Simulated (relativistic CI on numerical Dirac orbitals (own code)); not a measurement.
# Energy levels of Er⁶⁷⁺

These numbers are calculated, not measured: Dirac equation for one electron, model QED (radiative potential, 1s self-energy scaled to tabulated hydrogen-like ionisation energies) (own radial code, finite nucleus).

Configuration list: 1s, 2s, 2p, 3s, 3p, 3d, 4s, 4p, 4d, 4f, 5s, 5p, 5d, 5f, 5g, 6s, 6p, 6d. Levels of other configurations are missing.

The lowest level is 1s ²S1/2, with 100 % of that term; Hund's rules for 1s give ²S with J = 1/2, in agreement.

| No. | Configuration | Term | J | E (eV) | % | Landé g | Lifetime (s) |
| --- | --- | --- | --- | --- | --- | --- | --- |
| 1 | 1s | ²S | 1/2 | 0.0 | 100 | 1.827 |  |
| 2 | 2p | ²P° | 1/2 | 50118.5 | 100 | 0.621 | 7.25e-17 |
| 3 | 2s | ²S | 1/2 | 50135.6 | 100 | 1.958 |  |
| 4 | 2p | ²P° | 3/2 | 51266.4 | 100 | 1.301 | 7.94e-17 |
| 5 | 3p | ²P° | 1/2 | 59762.1 | 100 | 0.646 | 2.52e-16 |
| 6 | 3s | ²S | 1/2 | 59767.1 | 100 | 1.983 | 4.56e-15 |
| 7 | 3d | ²D | 3/2 | 60102.9 | 100 | 0.785 | 6.39e-16 |
| 8 | 3p | ²P° | 3/2 | 60103.7 | 100 | 1.319 | 2.55e-16 |
| 9 | 3d | ²D | 5/2 | 60203.0 | 100 | 1.186 | 7.03e-16 |
| 10 | 4p | ²P° | 1/2 | 63088.4 | 100 | 0.655 | 6.03e-16 |
| 11 | 4s | ²S | 1/2 | 63090.6 | 100 | 1.991 | 6.81e-15 |
| 12 | 4d | ²D | 3/2 | 63231.4 | 100 | 0.791 | 1.46e-15 |
| 13 | 4p | ²P° | 3/2 | 63231.7 | 100 | 1.326 | 5.93e-16 |
| 14 | 4f | ²F° | 5/2 | 63273.7 | 100 | 0.849 | 3.23e-15 |
| 15 | 4d | ²D | 5/2 | 63273.9 | 100 | 1.192 | 1.62e-15 |
| 16 | 4f | ²F° | 7/2 | 63294.4 | 100 | 1.135 | 3.33e-15 |
| 17 | 5p | ²P° | 1/2 | 64607.6 | 100 | 0.659 | 1.18e-15 |
| 18 | 5s | ²S | 1/2 | 64608.7 | 100 | 1.995 | 1.09e-14 |
| 19 | 5d | ²D | 3/2 | 64680.4 | 100 | 0.794 | 2.79e-15 |
| 20 | 5p | ²P° | 3/2 | 64680.5 | 100 | 1.329 | 1.14e-15 |
| 21 | 5f | ²F° | 5/2 | 64702.0 | 100 | 0.852 | 6.18e-15 |
| 22 | 5d | ²D | 5/2 | 64702.1 | 100 | 1.195 | 3.09e-15 |
| 23 | 5g | ²G | 7/2 | 64712.6 | 100 | 0.884 | 1.07e-14 |
| 24 | 5f | ²F° | 7/2 | 64712.6 | 100 | 1.138 | 6.39e-15 |
| 25 | 5g | ²G | 9/2 | 64718.9 | 100 | 1.106 | 1.09e-14 |
| 26 | 6p | ²P° | 1/2 | 65424.5 | 100 | 0.661 | 2.05e-15 |
| 27 | 6s | ²S | 1/2 | 65425.1 | 100 | 1.998 | 1.68e-14 |
| 28 | 6d | ²D | 3/2 | 65466.3 | 100 | 0.796 | 4.74e-15 |
| 29 | 6p | ²P° | 3/2 | 65466.4 | 100 | 1.330 | 1.96e-15 |
| 30 | 6d | ²D | 5/2 | 65478.9 | 100 | 1.197 | 5.27e-15 |

Energies count from the lowest computed level; ° marks odd parity; lifetimes are radiative, by E1, M1, E2, M2 decay to levels of this space only; some are left blank where a channel outside the calculation adds to the decay or the decay crosses a small, uncertain gap.
